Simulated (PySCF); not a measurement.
## How methods differ on the excitation energy of C

C [He] 2s2 2p2 (3P) → C [He] 2s1 2p3, s spin flipped, as a difference of total energies. Calculation: PySCF 2.14, in aug-cc-pwCVTZ (7s6p4d2f, 59 functions); no relativity, point nucleus. Correlated levels: valence and next inner shell: nothing frozen. The calculations carry no spin-orbit coupling.

```json
{"method": "UHF", "excitation energy (eV)": "11.990"}
{"method": "MP2 (valence and next inner shell)", "excitation energy (eV)": "10.220"}
{"method": "SCS-MP2 (valence and next inner shell)", "excitation energy (eV)": "10.154"}
```

How much does correlation contribute at MP2 (valence and next inner shell)?

10.220 − (11.990) = -1.770 eV, measured against UHF.

The upper determinant mixes two multiplicities, so it lies between the two terms.

The coupled-cluster amplitudes are large for the upper state (T1 above 0.03 or a double amplitude above 0.15), so a single reference is strained.
